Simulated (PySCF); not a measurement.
FH5O3Si2, SMILES O[Si](O)(O)[SiH2]F. Atoms are numbered in the order given.

```xyz
11

Si     1.4034    -0.6687    -0.4487
F      1.8248     0.2775    -1.7184
Si    -0.6299     0.1067     0.3992
O     -0.5615     1.6203     1.0698
O     -1.8023     0.2303    -0.7762
O     -0.9669    -0.9824     1.6001
H      1.2942    -2.0719    -0.9543
H      2.5028    -0.6064     0.5584
H     -0.8500     2.3415     0.4970
H     -1.9389    -0.5289    -1.3550
H     -1.6148    -0.7105     2.2638
```
Charge 0, spin multiplicity 1.

Geometry: r2SCAN-D4/def2-SVP. The structure was generated by enumeration, and PubChem lists no compound with its InChIKey, so it may never have been made. Other conformers were not sampled.

All values below come from PBE/def2-TZVP in PySCF.

ESP charges are fitted to the potential on shells at 1.4 to 2.0 van der Waals radii. Atomic charges (e):

```
atom    IAO  ESP fit      Löwdin  Mulliken
----  -----  -------  ----------  --------
Si1    0.69     0.30        0.10      0.29
F2    -0.53    -0.25  (withheld)     -0.30
Si3    1.31     0.70       -0.28      0.55
O4    -0.78    -0.64  (withheld)     -0.47
O5    -0.78    -0.66  (withheld)     -0.47
O6    -0.78    -0.68  (withheld)     -0.47
H7    -0.12    -0.06       -0.04     -0.04
H8    -0.11    -0.04       -0.03     -0.03
H9     0.38     0.44  (withheld)      0.32
H10    0.37     0.42  (withheld)      0.31
H11    0.37     0.46  (withheld)      0.32
```

Problem. Complete the blanks. (An estimate is asked for; the answer gives what the named calculation found.)

Solution. 
- F2, Löwdin: -0.02
- O4, Löwdin: -0.09
- O5, Löwdin: -0.10
- O6, Löwdin: -0.09
- H9, Löwdin: 0.18
- H10, Löwdin: 0.18
- H11, Löwdin: 0.18

Computed Mayer and Wiberg (Löwdin basis) orders of the bonds:
```json
[
 {"bond": "Si1–F2", "Mayer": "1.08", "Wiberg": "1.71"},
 {"bond": "Si1–Si3", "Mayer": "0.87", "Wiberg": "1.00"},
 {"bond": "Si3–O4", "Mayer": "1.23", "Wiberg": "1.68"},
 {"bond": "Si3–O5", "Mayer": "1.21", "Wiberg": "1.67"},
 {"bond": "Si3–O6", "Mayer": "1.26", "Wiberg": "1.69"},
 {"bond": "Si1–H7", "Mayer": "0.91", "Wiberg": "0.94"},
 {"bond": "Si1–H8", "Mayer": "0.91", "Wiberg": "0.94"},
 {"bond": "O4–H9", "Mayer": "0.87", "Wiberg": "1.01"},
 {"bond": "O5–H10", "Mayer": "0.88", "Wiberg": "1.02"},
 {"bond": "O6–H11", "Mayer": "0.87", "Wiberg": "1.01"}
]
```
